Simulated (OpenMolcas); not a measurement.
4d⁴ along the 40-electron sequence

| Quantity | Value |
| --- | --- |
| Program | OpenMolcas 26.06 |
| Method | SS-CASPT2, IPEA 0.25 Eh, imaginary shift 0.1 Eh |
| Basis | ANO-RCC-VTZP |
| Scalar Hamiltonian | DKH2, point nucleus |
| Spin-orbit coupling | RASSI with atomic mean-field integrals over the reference wave functions, term energies averaged over their components |

Active space for each ion: 4 electrons in 5 orbitals (4d); closed shells correlated by CASPT2: 4s 4p.

Computed levels in cm-1 above ⁵D₀:

```csv
Level,Ru4+,Rh5+,Pd6+,Ag7+
⁵D₁,492,688,986,1262
⁵D₂,1311,1784,2460,3080
⁵D₃,2330,3100,4160,5110
⁵D₄,3480,4550,5970,7230
³P₀(1),16750,18450,19990,21810
³H₄,18210,20170,22100,24340
³P₁(1),19200,21680,24220,26900
³H₅,19400,21820,24380,27200
³H₆,20380,23090,26010,29140
weight of ⁵D in the lowest level (%),97,96,94,92
```

Mixed levels, with the weight of the term that names them: Pd6+ ³H₄ (71 %), Ag7+ ³H₄ (69 %).

Measured, with the error of the calculation in %. Measured levels: Ag7+ from Atoms 5, 11 (2017), spectra Ag VII to Ag IX.

| Level | Ag7+ |
| --- | --- |
| ⁵D₁ | 1340 (-5.8) |
| ⁵D₂ | 3212 (-4.2) |
| ⁵D₃ | 5292 (-3.5) |
| ⁵D₄ | 7443 (-2.8) |
| ³P₀(1) | 21309 (+2.3) |
| ³H₄ | 23302 (+4.5) |
| ³P₁(1) | 26526 (+1.4) |
| ³H₅ | 26250 (+3.6) |
| ³H₆ | 28185 (+3.4) |

The fine-structure level ⁵D₄ changes by a factor of 2.08 from Ru4+ to Ag7+. Its fourth root runs 7.68, 8.21, 8.79, 9.22, with steps per unit of Z of 0.53, 0.58, 0.43; equal steps would mean a (Z - σ)^4 law with constant σ.

³P₀(1) changes by a factor of 1.3 over the same range, with steps per unit of Z of +1700, +1540, +1820 cm-1.

CASPT2 does not keep the components of a term degenerate, so their means are used; among the terms shown or strongly mixed into the levels shown the widest spread is 59 cm-1 (4d⁴ ³G, Rh5+). Terms from blocks run as CI alone lack orbitals of their own. Measured partners are found by configuration, term and J. A level has none where our copy of the source lacks it or the pairing is in doubt (some pairs that miss far off the trend of their configuration count as doubtful), and it then counts in no deviation. Levels of configurations outside the active space are missing.

A number in round brackets counts repeated terms of one configuration in the order of the reference energies.
